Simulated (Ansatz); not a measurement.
ClF$_{3}$HNbO (`[OH][Nb]([F])([F])([F])[Cl]`). Charge 0, multiplicity 1. Correlated methods include outer-core shells of Nb, which these sets cover unevenly. Nb takes the def2 core potential.

```xyz
7

O     0.779   -1.209    0.537
Nb   -0.162    0.250   -0.109
F     0.590    1.347    1.164
F    -1.766   -0.586    0.233
F     0.634    0.075   -1.761
Cl   -1.344    2.086   -0.927
H     1.269   -1.962    0.863
```

Q: Give the diagnostics of a CCSD(T)/def2-TZVPP run (frozen core, Ansatz). (Estimate.)

A: The calculation gave: T1 = 0.0204, largest single amplitude 0.057, largest double 0.029, (T) share of the correlation energy 4.2 %, 12 CCSD cycles. The RHF solution is stable towards an unrestricted one. T1 lies over the customary mark of 0.02 for closed shells; compounds of d metals often pass it without a breakdown.
